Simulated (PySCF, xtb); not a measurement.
Mg(H)(iPr) (C3H8Mg), SMILES C[CH](C)[MgH].

GFN2-xTB (xtb) at its own geometry gives an orbital gap of 2.70 eV and a dipole moment of 2.64 D.

Coordinates come from a r2SCAN-D4/def2-SVP optimisation. The structure was generated by enumeration; whether it is a known compound was not checked.

Task: What does PBE/def2-TZVP in PySCF give? (An estimate is asked for; the answer gives what the named calculation found.)

Result: gap 3.92 eV (levels -4.98 and -1.05 eV), dipole 0.50 D.
